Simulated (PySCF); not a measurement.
Running PySCF for SrCl⁺

File input.py (PySCF 2.14):

```python
from pyscf import gto, dft

mol = gto.M(
    atom='Sr 0 0 0; Cl 0 0 2.456',
    basis='lanl2dz',
    ecp={'Sr': 'lanl2dz', 'Cl': 'lanl2dz'},
    charge=1,
    spin=0,
    verbose=4,
)
mf = dft.UKS(mol, xc='scan')
mf.kernel()
mf.mulliken_pop()
mf.dip_moment()
print('orbital energies (hartree):', [e[max(0, n-3):n+3].round(4) for e, n in zip(mf.mo_energy, mol.nelec)])
```

```bash
$ python input.py
```

Output (some set-up lines and the per-cycle HOMO/LUMO lines with their warnings removed):

```
PySCF version 2.14.0

[INPUT] verbose = 4
[INPUT] num. atoms = 2
[INPUT] num. electrons = 16
[INPUT] charge = 1
[INPUT] spin (= nelec alpha-beta = 2S) = 0
[INPUT] symmetry False subgroup None
[INPUT] Mole.unit = angstrom
[INPUT] Symbol           X                Y                Z      unit          X                Y                Z       unit  Magmom
[INPUT]  1 Sr     0.000000000000   0.000000000000   0.000000000000 AA    0.000000000000   0.000000000000   0.000000000000 Bohr   0.0
[INPUT]  2 Cl     0.000000000000   0.000000000000   2.456000000000 AA    0.000000000000   0.000000000000   4.641167361932 Bohr   0.0

nuclear repulsion = 15.0824123633551
number of shells = 9
number of NR pGTOs = 35
number of NR cGTOs = 20
basis = lanl2dz
ecp = {'Sr': 'lanl2dz', 'Cl': 'lanl2dz'}

******** <class 'pyscf.dft.uks.UKS'> ********
method = UKS
initial guess = minao
damping factor = 0
level_shift factor = 0
DIIS = <class 'pyscf.scf.diis.CDIIS'>
diis_start_cycle = 1
diis_space = 8
diis_damp = 0
SCF conv_tol = 1e-09
SCF conv_tol_grad = None
SCF max_cycles = 50
direct_scf = True
direct_scf_tol = 1e-13
number electrons alpha = 8  beta = 8
XC library pyscf.dft.libxc version 7.0.0
    S. Lehtola, C. Steigemann, M. J.T. Oliveira, and M. A.L. Marques.,  SoftwareX 7, 1–5 (2018)
XC functionals = scan
    J. Sun, A. Ruzsinszky, and J. P. Perdew.,  Phys. Rev. Lett. 115, 036402 (2015)
    J. Sun, A. Ruzsinszky, and J. P. Perdew.,  Phys. Rev. Lett. 115, 036402 (2015)
radial grids:
    Treutler-Ahlrichs [JCP 102, 346 (1995); DOI:10.1063/1.469408] (M4) radial grids

becke partition: Becke, JCP 88, 2547 (1988); DOI:10.1063/1.454033
pruning grids: <function nwchem_prune>
grids dens level: 3
symmetrized grids: False
atomic radii adjust function: <function treutler_atomic_radii_adjust>
small_rho_cutoff = 0
Set gradient conv threshold to 3.16228e-05
tot grids = 40792
init E= -44.7348911554191
cycle= 1 E= -44.7873021305256  delta_E= -0.0524  |g|= 0.769  |ddm|= 3.08
cycle= 2 E= -45.1162485221907  delta_E= -0.329  |g|= 0.357  |ddm|= 1.47
cycle= 3 E= -45.1820750047683  delta_E= -0.0658  |g|= 0.151  |ddm|= 0.638
cycle= 4 E= -45.2007931037789  delta_E= -0.0187  |g|= 0.0293  |ddm|= 0.307
cycle= 5 E= -45.2017097249894  delta_E= -0.000917  |g|= 0.00233  |ddm|= 0.0639
cycle= 6 E= -45.2017137067956  delta_E= -3.98e-06  |g|= 0.00013  |ddm|= 0.00313
cycle= 7 E= -45.2017137227586  delta_E= -1.6e-08  |g|= 1.09e-06  |ddm|= 0.000242
cycle= 8 E= -45.2017137227604  delta_E= -1.76e-12  |g|= 2.85e-08  |ddm|= 3.58e-06
Extra cycle  E= -45.2017137227604  delta_E= -4.26e-14  |g|= 2.82e-08  |ddm|= 1.1e-07
converged SCF energy = -45.2017137227604  <S^2> = -1.0658141e-14  2S+1 = 1
 ** Mulliken pop       alpha | beta **
pop of  0 Sr 4s        0.99877 | 0.99877
pop of  0 Sr 5s        0.04304 | 0.04304
pop of  0 Sr 6s        0.02755 | 0.02755
pop of  0 Sr 4px       1.00045 | 1.00045
pop of  0 Sr 4py       1.00045 | 1.00045
pop of  0 Sr 4pz       1.00203 | 1.00203
pop of  0 Sr 5px       0.03277 | 0.03277
pop of  0 Sr 5py       0.03277 | 0.03277
pop of  0 Sr 5pz      -0.00158 | -0.00158
pop of  0 Sr 6px      -0.00071 | -0.00071
pop of  0 Sr 6py      -0.00071 | -0.00071
pop of  0 Sr 6pz       0.00524 | 0.00524
[8 lines left out]
In total             8.00000 | 8.00000
 ** Mulliken atomic charges   ( Nelec_alpha | Nelec_beta ) **
charge of  0Sr =      1.71987  (     4.14006      4.14006 )
charge of  1Cl =     -0.71987  (     3.85994      3.85994 )

WARN: System has nonzero charge 1; the dipole moment is origin-dependent.
Location of origin: [0. 0. 0.]

Dipole moment(X, Y, Z, Debye):  0.00000,  0.00000, -9.35937
orbital energies (hartree): [array([-0.3911, -0.3817, -0.3817, -0.2752, -0.1746, -0.1746]), array([-0.3911, -0.3817, -0.3817, -0.2752, -0.1746, -0.1746])]
```

In short: E(SCF) = -45.201714 Eh, 8 cycles.

Wall time 1.8 s on one thread of a shared host.

The bond length is a typed value, not an optimised one. The dipole of an ion depends on the origin. No search for the lowest solution was made.
